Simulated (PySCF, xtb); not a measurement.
C4H6ClF, SMILES C(=C/Cl)(/F)CC. Other conformers were not sampled.

Harmonic wavenumbers (cm⁻¹) from GFN2-xTB in xtb at its own minimum, in rising order: 52, 140, 164, 213, 296, 341, 493, 589, 770, 782, 820, 873, 1012, 1073, 1081, 1145, 1219, 1252, 1310, 1408, 1457, 1493, 1497, 1695, 2979, 3014, 3046, 3048, 3050, 3106.

**Question.** What does PBE-D3(BJ)/def2-SVP in PySCF 2.14.0 give at its own minimum? (An estimate is asked for; the answer gives what the named calculation found.)

**Answer.** 76, 149, 180, 232, 309, 357, 516, 631, 743, 766, 823, 865, 976, 1049, 1051, 1146, 1223, 1282, 1320, 1343, 1391, 1416, 1433, 1692, 2963, 2981, 3037, 3074, 3080, 3162. Paired by order, the mean absolute difference is 26 cm⁻¹ and the zero-point energies are 56.3 and 56.1 kcal/mol.
